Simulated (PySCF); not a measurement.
2-fluoro-3-methylbuta-1,3-diene (C5H7F), SMILES C=C(C)C(=C)F.

The structure is a stationary point at PBE0-D3(BJ)/def2-SVP. The values are those of a single conformer.

Calculation: TDDFT-PBE/def2-SVPD (PySCF).

Vertical excitations. The molecule is in vacuum. State labels are in the subgroup Cs.

```json
[
 {"state": "S1", "symmetry": "A'", "energy (eV)": "5.33", "λ (nm)": "233", "f": "0.372", "main pairs": "HOMO→LUMO 86 %"},
 {"state": "S2", "symmetry": "A'", "energy (eV)": "5.88", "λ (nm)": "211", "f": "0.109", "main pairs": "HOMO−1→LUMO 74 %, HOMO→LUMO+2 13 %"},
 {"state": "S3", "symmetry": "A\"", "energy (eV)": "5.98", "λ (nm)": "207", "f": "0.002", "main pairs": "HOMO→LUMO+1 100 %"},
 {"state": "S4", "symmetry": "A\"", "energy (eV)": "6.69", "λ (nm)": "185", "f": "0.002", "main pairs": "HOMO−2→LUMO 96 %"},
 {"state": "S5", "symmetry": "A\"", "energy (eV)": "6.81", "λ (nm)": "182", "f": "0.029", "main pairs": "HOMO→LUMO+3 97 %"},
 {"state": "S6", "symmetry": "A\"", "energy (eV)": "6.86", "λ (nm)": "181", "f": "0.003", "main pairs": "HOMO→LUMO+4 99 %"},
 {"state": "S7", "symmetry": "A\"", "energy (eV)": "7.02", "λ (nm)": "177", "f": "0.000", "main pairs": "HOMO−3→LUMO 98 %"},
 {"state": "S8", "symmetry": "A\"", "energy (eV)": "7.31", "λ (nm)": "170", "f": "0.003", "main pairs": "HOMO−1→LUMO+1 100 %"},
 {"state": "S9", "symmetry": "A\"", "energy (eV)": "7.47", "λ (nm)": "166", "f": "0.000", "main pairs": "HOMO→LUMO+5 100 %"},
 {"state": "S10", "symmetry": "A'", "energy (eV)": "7.71", "λ (nm)": "161", "f": "0.042", "main pairs": "HOMO→LUMO+2 73 %, HOMO−1→LUMO 12 %"},
 {"state": "T1", "symmetry": "A'", "energy (eV)": "3.22", "λ (nm)": "385", "f": "0", "main pairs": "HOMO→LUMO 98 %"},
 {"state": "T2", "symmetry": "A'", "energy (eV)": "4.64", "λ (nm)": "267", "f": "0", "main pairs": "HOMO−1→LUMO 92 %"},
 {"state": "T3", "symmetry": "A\"", "energy (eV)": "5.90", "λ (nm)": "210", "f": "0", "main pairs": "HOMO→LUMO+1 100 %"},
 {"state": "T4", "symmetry": "A'", "energy (eV)": "6.36", "λ (nm)": "195", "f": "0", "main pairs": "HOMO→LUMO+2 92 %"}
]
```
Triplets are in the Tamm–Dancoff approximation, which puts them higher than full response would, so one can lie above its singlet here.
